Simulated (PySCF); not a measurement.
Two species compared at the same levels of theory.

First species: C4H7FO2Si.
SMILES: `O=C1C[C@H](OCF)[SiH2]1`

Second species: C₅H₇NS.
SMILES: `C1C(CS1)CC#N`

Levels: wB97X-D/def2-SVPD for dipole moment, HOMO energy, LUMO energy, HOMO–LUMO gap, static isotropic polarisability and electronic spatial extent ⟨r²⟩ about the centre of nuclear charge; TDDFT wB97X-D/def2-SVPD for lowest singlet excitation; TDA wB97X-D/def2-SVPD for lowest triplet excitation (Tamm–Dancoff); GFN2-xTB for rotational constant A and rotational constant C. Geometries: GFN2-xTB. All species are isolated and taken at one optimised geometry, non-relativistic unless stated; the electronic structure was computed with PySCF and density fitting.

The conformers computed, where there is a choice (atom-mapped SMILES and torsion angles):
- `[O:1]=[C:2]1[CH2:3][C@H:4]([O:5][CH2:6][F:7])[SiH2:8]1`: C3–C4–O5–C6 77°, C4–O5–C6–F7 -74°
- `[N:1]#[C:2][CH2:3][CH:4]1[CH2:5][S:6][CH2:7]1`: C2–C3–C4–C5 67°

(1) Which has the higher T1 energy?

(2) Which has the higher LUMO energy?

(3) Which of the two has the higher S1 energy, and by how much?

(4) Which has the higher HOMO–LUMO gap?

(5) Which has the higher dipole moment?

(6) Which of the two has the higher static isotropic polarisability, and by how much?

(7) Which of the two has the higher rotational constant C, and by how much?

(8) Which of the two has the higher rotational constant A, and by how much?

Answers

(1) The second: 4.26 eV against 2.60 eV, a difference of 1.66 eV.

(2) The second: 1.37 eV against 0.14 eV, a difference of 1.23 eV.

(3) The second: 4.69 eV against 3.19 eV, a difference of 1.50 eV.

(4) The second: 9.94 eV against 8.85 eV, a difference of 1.09 eV.

(5) The first: 3.57 D against 3.17 D, a difference of 0.40 D.

(6) The first: 80.4 au against 78.6 au, a difference of 1.8 au.

(7) The second: 1.022 GHz against 0.820 GHz, a difference of 0.202 GHz.

(8) The second: 6.633 GHz against 3.213 GHz, a difference of 3.420 GHz.

On the first: The polarisability is 11.92 Å³ as a volume (1 au = 0.148185 Å³), or 1.15 au for each of the 70 electrons. S1 lies 5.66 eV below the HOMO–LUMO gap; its leading configuration is HOMO→LUMO, weight 0.96.

On the second: The vertical singlet–triplet gap S1 − T1 is 0.43 eV (TDDFT singlet less Tamm–Dancoff triplet; S1: HOMO→LUMO, weight 0.91; T1: HOMO→LUMO, weight 0.87). The 8 singlets span 4.69 to 7.89 eV, and their oscillator strengths add up to 0.12.
